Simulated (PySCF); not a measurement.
Gas-phase reaction: 4 C2F5 = 3 C2F4 + 2 CF4

Computed with PySCF and rigid-rotor harmonic-oscillator thermochemistry at 1 bar. † marks an energy on the PBE0/def2-TZVP geometry and frequencies; other levels use their own. MP2 and CCSD(T) freeze the core. 6-31G* has spherical d functions here. Open shells (unrestricted): C2F5 (multiplicity 2); the rest are closed-shell singlets. C2F5: computed as isolated molecules; such fragments, hydroxides, amides, oligomers or adducts are transient or little studied in the gas. MP2 isn't extrapolated to the basis-set limit; its ΔH°(298 K) is -278.5 kJ in def2-SVP and -298.2 kJ in def2-TZVPP. CCSD(T) isn't extrapolated to the basis-set limit. The harmonic model lacks anharmonicity and excited electronic states, which grow with temperature; levels with a mode under 35 cm⁻¹ are left out. Internal rotation in C2F5 is treated as a harmonic vibration of one conformer, which makes the entropy rough.

```csv
level,"ΔE electronic, kJ","ΔH°(298 K), kJ","ΔS°(298 K), J/K","ΔG°(1800 K), kJ"
BLYP/def2-TZVP†,-314,-311,57,-383
CCSD(T)/def2-SVP†,-274,-271,57,-343
HF/6-31G*,-48,-47,56,-120
M06-2X/def2-TZVP†,-288,-286,57,-358
MP2/def2-SVP†,-281,-279,57,-350
PBE0/def2-QZVP†,-264,-261,57,-333
PBE0/def2-SVP†,-251,-249,57,-321
PBE0/def2-TZVP,-260,-258,57,-330
r2SCAN/def2-TZVP†,-216,-213,57,-285
LDA/def2-TZVP†,-322,-320,57,-391
ωB97X-V/def2-TZVP†,-251,-249,57,-321
```
ΔH° is lowest at LDA/def2-TZVP† and highest at HF/6-31G*. No reference value is set beside these.
